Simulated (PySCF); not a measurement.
Isomers of C4H8Si and their computed core-level spectra.

Computed with delta-SCF UKS SCAN, pcX-2 on the ionised atom, pcseg-1 elsewhere, spin-free X2C in PySCF. Geometries: PBE0-D3(BJ)/def2-SVP; isolated species, one conformer each.

Line lists (1s up to Mg, 2p3/2 beyond; areas count atoms within a level, one atom standing for each set equivalent by bonding):
1. C 1s: 290.08 (area 1), 290.61 (area 1), 290.70 (area 1), 290.75 (area 1) eV; Si 2p3/2: 106.76 eV
2. C 1s: 289.55 (area 1), 290.13 (area 1), 290.26 (area 1), 290.38 (area 1) eV; Si 2p3/2: 106.50 eV
3. C 1s: 289.82 (area 2), 290.17 (area 1), 290.20 (area 1) eV; Si 2p3/2: 106.23 eV

Structures:
A. `C=C[C@H]1C[SiH2]1`
B. `[SiH3]CC1=CC1`
C. `C=C[SiH]1CC1`

Task: Match each list to its structure.

Result: 
- 1 = B: another candidate has the same counts of sites, so positions decide. C 1s: 290.08 alkene CH carbon, 290.61 allylic carbon, 290.70 fully substituted alkene carbon, 290.75 sp3 carbon bound to silicon; Si 2p3/2: 106.76 SiH3 silicon.
- 2 = A: another candidate has the same counts of sites, so positions decide. C 1s: 289.55 terminal =CH2 carbon, 290.13 sp3 carbon bound to silicon, 290.26 sp3 carbon bound to silicon, 290.38 alkene CH carbon; Si 2p3/2: 106.50 SiH2 silicon.
- 3 = C: no other candidate has these counts of sites. C 1s: 289.82 sp3 carbon bound to silicon (×2), 290.17 alkene CH carbon, 290.20 terminal =CH2 carbon; Si 2p3/2: 106.23 SiH silicon.

The 2p values add to the ΔSCF energy of one spin-free hole a correction within the shell (spin–orbit coupling, ligand field). 3 of these hole states are spin-contaminated (⟨S²⟩ up to 0.86, against 0.75; counted from 0.85) and less certain.
